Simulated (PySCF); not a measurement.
**C₆ coefficients of unlike pairs at r2SCANh**

Calculated with PySCF 2.14 from the dipole response of each species, C₆(A,B) = (3/π) ∫ α_A(iu) α_B(iu) du, in atomic units, from isotropic polarisabilities. For ions this is the dispersion term alone; charge-induced terms of lower order in 1/R come first.

| species | configuration | basis | relativity | α (bohr³) | C₆ (like pair) |
| --- | --- | --- | --- | --- | --- |
| Ta | [Xe] 4f14 5d3 6s2 (4F) | aug-cc-pVDZ-PP with ECP60MDF (5s5p4d2f) | core potential | 88.09 | 1176 |
| Mg | [Ne] 3s2 (1S) | def2-TZVPPD (5s5p3d) | none | 76.26 | 719.8 |
| Sc³⁺ | [Ar] (1S) | aug-cc-pVTZ-DK (8s7p5d3f2g) | spin-free X2C | 2.113 | 5.496 |
| Ag³⁺ | [Kr] 4d8 (3F) | aug-cc-pVTZ-PP with ECP28MDF (6s6p5d3f2g) | core potential | 4.013 | 18.23 |

Q: Estimate C₆ for Mg with Ta.

A: The integral gives 907.7. The combination rule 2 C_A C_B / (C_A α_B/α_A + C_B α_A/α_B) gives 915.4 and the geometric mean 920.1.

No spin-orbit coupling is included.

The other pairs:

```tsv
pair	C₆
Sc³⁺, Ta	56.56
Ag³⁺, Sc³⁺	10.00
Ag³⁺, Mg	69.31
Ag³⁺, Ta	104.8
Sc³⁺, Mg	37.15
```
